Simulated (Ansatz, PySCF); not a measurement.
Dissociation curve of KH, singlet.

UHF/def2-TZVP (PySCF); RHF/def2-TZVP (PySCF); UKS-CAM-B3LYP = unrestricted CAM-B3LYP/def2-TZVP in PySCF; RKS-CAM-B3LYP = restricted CAM-B3LYP/def2-TZVP (PySCF); UKS-r2SCAN = unrestricted r2SCAN/def2-TZVP in PySCF 2.14.0; RKS-r2SCAN = restricted r2SCAN/def2-TZVP run with PySCF; UKS-LDA (SVWN5) = PySCF with unrestricted LDA (SVWN5)/def2-TZVP; RKS-LDA (SVWN5) = PySCF with restricted LDA (SVWN5)/def2-TZVP; UKS-PBE = unrestricted PBE/def2-TZVP in Ansatz (a program for electronic structure); RKS-PBE = Ansatz with restricted PBE/def2-TZVP.

Scanned distances (Å): 1.80, 1.92, 2.03, 2.15, 2.20, 2.26, 2.35, 2.41, 2.46, 2.65, 2.81, 3.06, 3.37, 3.77, 4.06, 4.56, 5.01, 5.58, 6.09, 6.82, 7.88, 9.03.

Task: Where does the unrestricted solution first break spin symmetry (<S²> of 0.01 or more)?

Result: UHF: between 2.81 and 3.06 Å; UKS-CAM-B3LYP: between 3.06 and 3.37 Å; UKS-r2SCAN: between 2.81 and 3.06 Å; UKS-LDA (SVWN5): between 3.06 and 3.37 Å; UKS-PBE: between 3.06 and 3.37 Å.

| R / Å | <S²> UHF | E(RHF) − E(UHF) / eV | <S²> UKS-CAM-B3LYP | E(RKS-CAM-B3LYP) − E(UKS-CAM-B3LYP) / eV | <S²> UKS-r2SCAN | E(RKS-r2SCAN) − E(UKS-r2SCAN) / eV | <S²> UKS-LDA (SVWN5) | E(RKS-LDA (SVWN5)) − E(UKS-LDA (SVWN5)) / eV | <S²> UKS-PBE | E(RKS-PBE) − E(UKS-PBE) / eV |
|---|---|---|---|---|---|---|---|---|---|---|
| 1.80 | 0.00 | 0.000 | 0.00 | 0.000 | 0.00 | 0.000 | 0.00 | 0.000 | 0.00 | 0.000 |
| 1.92 | 0.00 | 0.000 | 0.00 | 0.000 | 0.00 | 0.000 | 0.00 | 0.000 | 0.00 | 0.000 |
| 2.03 | 0.00 | 0.000 | 0.00 | 0.000 | 0.00 | 0.000 | 0.00 | 0.000 | 0.00 | 0.000 |
| 2.15 | 0.00 | 0.000 | 0.00 | 0.000 | 0.00 | 0.000 | 0.00 | 0.000 | 0.00 | 0.000 |
| 2.20 | 0.00 | 0.000 | 0.00 | 0.000 | 0.00 | 0.000 | 0.00 | 0.000 | 0.00 | 0.000 |
| 2.26 | 0.00 | 0.000 | 0.00 | 0.000 | 0.00 | 0.000 | 0.00 | 0.000 | 0.00 | 0.000 |
| 2.35 | 0.00 | 0.000 | 0.00 | 0.000 | 0.00 | 0.000 | 0.00 | 0.000 | 0.00 | 0.000 |
| 2.41 | 0.00 | 0.000 | 0.00 | 0.000 | 0.00 | 0.000 | 0.00 | 0.000 | 0.00 | 0.000 |
| 2.46 | 0.00 | 0.000 | 0.00 | 0.000 | 0.00 | 0.000 | 0.00 | 0.000 | 0.00 | 0.000 |
| 2.65 | 0.00 | 0.000 | 0.00 | 0.000 | 0.00 | 0.000 | 0.00 | 0.000 | 0.00 | 0.000 |
| 2.81 | 0.00 | 0.000 | 0.00 | 0.000 | 0.00 | 0.000 | 0.00 | 0.000 | 0.00 | 0.000 |
| 3.06 | 0.40 | 0.037 | 0.00 | 0.000 | 0.01 | 0.000 | 0.00 | 0.000 | 0.00 | 0.000 |
| 3.37 | 0.71 | 0.210 | 0.04 | 0.000 | 0.22 | 0.024 | 0.02 | 0.000 | 0.05 | 0.001 |
| 3.77 | 0.87 | 0.516 | 0.38 | 0.065 | 0.43 | 0.105 | 0.27 | 0.028 | 0.29 | 0.032 |
| 4.06 | 0.92 | 0.753 | 0.54 | 0.153 | 0.54 | 0.179 | 0.40 | 0.068 | 0.42 | 0.074 |
| 4.56 | 0.97 | 1.145 | 0.72 | 0.340 | 0.66 | 0.308 | 0.56 | 0.151 | 0.57 | 0.159 |
| 5.01 | 0.99 | 1.465 | 0.82 | 0.520 | 0.73 | 0.410 | 0.65 | 0.225 | 0.66 | 0.236 |
| 5.58 | 0.99 | 1.818 | 0.91 | 0.738 | 0.80 | 0.518 | 0.72 | 0.306 | 0.74 | 0.321 |
| 6.09 | 1.00 | 2.081 | 0.97 | 0.912 | 0.83 | 0.594 | 0.76 | 0.363 | 0.78 | 0.383 |
| 6.82 | 1.00 | 2.374 | 0.99 | 1.116 | 0.86 | 0.673 | 0.80 | 0.421 | 0.82 | 0.448 |
| 7.88 | 1.00 | 2.665 | 1.00 | 1.317 | 0.89 | 0.746 | 0.83 | 0.470 | 1.00 | 0.519 |
| 9.03 | 1.00 | 2.870 | 1.00 | 1.455 | 1.00 | 0.747 | 0.84 | 0.499 | 1.00 | 0.566 |
